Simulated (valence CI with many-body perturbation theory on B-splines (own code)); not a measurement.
The numbers below are computed, except where a source is named.
## Energy levels of Gd³¹⁺

Method: configuration interaction combined with many-body perturbation theory (CI+MBPT): five valence electrons over a frozen Dirac-Fock core [Ar] 3d10, radial functions for each j: 11 s, 11 p, 10 d, 8 f, 5 g, 2 h, with the one-electron correlation potential Σ1, the two-electron term Σ2, the three-electron term Σ3, Breit, model QED; selected CI, second order for the rest, scaled by the run's own slope (own B-spline code, finite nucleus).

The last digits are not significant, and no measured levels were compared; by estimate large intervals hold to a few tenths of a per cent, small ones and those within an open d or f shell to about a per cent. Among the levels kept, up to 2000 cm⁻¹ of a level comes from second order outside the variational space, and about a tenth of that is noise between levels of different J, which matters for small intervals.

Levels 1 to 45 of 168, with energies above the lowest level, (4s^2 4p1/2^2 4p3/2) J=3/2. "Leading %" is the weight of the configuration and term that name the level; weights of strongly mixed levels are sums over their largest components and can fall short. In the jj column 3d3/2^4 stands for four electrons in 3d with j = 3/2.

```
No.  Configuration  Term    J  E (cm⁻¹)  Leading %      g                     Leading jj
  1         4s²4p³   ²P°  3/2         0         44  1.400      4s^2 4p1/2^2 4p3/2 (98 %)
  2         4s²4p³   ⁴S°  3/2    309880         52  1.439      4s^2 4p1/2 4p3/2^2 (98 %)
  3         4s²4p³   ²D°  5/2    344980         98  1.197      4s^2 4p1/2 4p3/2^2 (98 %)
  4         4s²4p³   ²P°  1/2    389210         98  0.662      4s^2 4p1/2 4p3/2^2 (98 %)
  5         4s²4p³   ²P°  3/2    704690         54  1.288            4s^2 4p3/2^3 (98 %)
  6          4s4p⁴    ⁴P  5/2    888700         71  1.501      4s 4p1/2^2 4p3/2^2 (89 %)
  7       4s²4p²4d    ⁴F  3/2    937350         24  0.941      4s^2 4p1/2^2 4d3/2 (68 %)
  8          4s4p⁴    ²S  1/2    994580         51  2.208      4s 4p1/2^2 4p3/2^2 (89 %)
  9          4s4p⁴    ²D  3/2   1027800         23  1.041      4s 4p1/2^2 4p3/2^2 (57 %)
 10       4s²4p²4d    ⁴F  5/2   1080100         25  1.195      4s^2 4p1/2^2 4d5/2 (86 %)
 11          4s4p⁴    ⁴P  3/2   1218800         54  1.434        4s 4p1/2 4p3/2^3 (75 %)
 12          4s4p⁴    ²D  5/2   1252700         31  1.158  4s^2 4p1/2 4p3/2 4d3/2 (52 %)
 13       4s²4p²4d    ⁴F  3/2   1258300         28  1.019  4s^2 4p1/2 4p3/2 4d3/2 (76 %)
 14       4s²4p²4d    ⁴D  1/2   1259300         62  0.451  4s^2 4p1/2 4p3/2 4d3/2 (84 %)
 15       4s²4p²4d    ²F  5/2   1281500         41  1.057  4s^2 4p1/2 4p3/2 4d3/2 (43 %)
 16       4s²4p²4d    ²G  7/2   1299000         39  1.075  4s^2 4p1/2 4p3/2 4d3/2 (90 %)
 17       4s²4p²4d    ⁴D  7/2   1338700         48  1.312  4s^2 4p1/2 4p3/2 4d5/2 (98 %)
 18          4s4p⁴    ²P  1/2   1344200         32  1.109        4s 4p1/2 4p3/2^3 (51 %)
 19          4s4p⁴    ²P  3/2   1369600         32  1.150        4s 4p1/2 4p3/2^3 (49 %)
 20       4s²4p²4d    ²G  9/2   1376200         54  1.208  4s^2 4p1/2 4p3/2 4d5/2 (97 %)
 21       4s²4p²4d    ⁴P  5/2   1384400         40  1.264  4s^2 4p1/2 4p3/2 4d3/2 (47 %)
 22       4s²4p²4d    ²P  3/2   1393500         31  1.124  4s^2 4p1/2 4p3/2 4d3/2 (49 %)
 23       4s²4p²4d    ⁴P  1/2   1423800         34  1.994  4s^2 4p1/2 4p3/2 4d3/2 (74 %)
 24       4s²4p²4d    ⁴D  5/2   1431000         39  1.194  4s^2 4p1/2 4p3/2 4d5/2 (47 %)
 25       4s²4p²4d    ²P  3/2   1447100         40  1.450  4s^2 4p1/2 4p3/2 4d5/2 (48 %)
 26       4s²4p²4d    ²F  7/2   1454500         37  1.083  4s^2 4p1/2 4p3/2 4d5/2 (80 %)
 27       4s²4p²4d    ²D  5/2   1483400         53  1.179  4s^2 4p1/2 4p3/2 4d5/2 (76 %)
 28       4s²4p²4d    ²D  3/2   1490600         68  0.855  4s^2 4p1/2 4p3/2 4d5/2 (74 %)
 29       4s²4p²4d    ²P  1/2   1520300         68  1.023  4s^2 4p1/2 4p3/2 4d5/2 (74 %)
 30          4s4p⁴    ²P  1/2   1643400         26  1.618              4s 4p3/2^4 (52 %)
 31       4s²4p²4d    ²F  7/2   1694500         46  1.266      4s^2 4p3/2^2 4d5/2 (94 %)
 32       4s²4p²4d    ²P  1/2   1698500         56  1.156      4s^2 4p3/2^2 4d3/2 (72 %)
 33       4s²4p²4d    ²D  3/2   1703200         39  1.161      4s^2 4p3/2^2 4d3/2 (88 %)
 34       4s²4p²4d    ⁴F  9/2   1706900         54  1.231      4s^2 4p3/2^2 4d5/2 (97 %)
 35       4s²4p²4d    ²D  5/2   1708800         33  1.209      4s^2 4p3/2^2 4d3/2 (79 %)
 36       4s²4p²4d    ²F  7/2   1737100         69  1.092      4s^2 4p3/2^2 4d3/2 (84 %)
 37       4s²4p²4d    ²D  3/2   1776200         58  0.957      4s^2 4p3/2^2 4d3/2 (78 %)
 38       4s²4p²4d    ²D  5/2   1793500         80  1.204      4s^2 4p3/2^2 4d5/2 (97 %)
 39        4s4p³4d   ⁶D°  5/2   1837300         33  1.343  4s 4p1/2^2 4p3/2 4d3/2 (87 %)
 40        4s4p³4d   ⁶D°  3/2   1840200         40  1.449  4s 4p1/2^2 4p3/2 4d3/2 (87 %)
 41        4s4p³4d   ⁶D°  1/2   1840400         48  2.715  4s 4p1/2^2 4p3/2 4d3/2 (88 %)
 42       4s²4p²4d    ²S  1/2   1845700         25  1.757      4s^2 4p3/2^2 4d5/2 (41 %)
 43        4s4p³4d   ⁶D°  7/2   1852200         35  1.365  4s 4p1/2^2 4p3/2 4d3/2 (70 %)
 44       4s²4p²4d    ²D  3/2   1855000         50  1.105      4s^2 4p3/2^2 4d5/2 (82 %)
 45       4s²4p²4d    ²D  5/2   1881100         53  1.128      4s^2 4p3/2^2 4d5/2 (85 %)
```

The ionisation energy to 4s²4p² ³P0 of the next ion comes out as 1234.7 eV (NIST: 1233 ± 4 eV (theoretical)). All 168 levels together are meant to be complete up to 2848200 cm⁻¹.
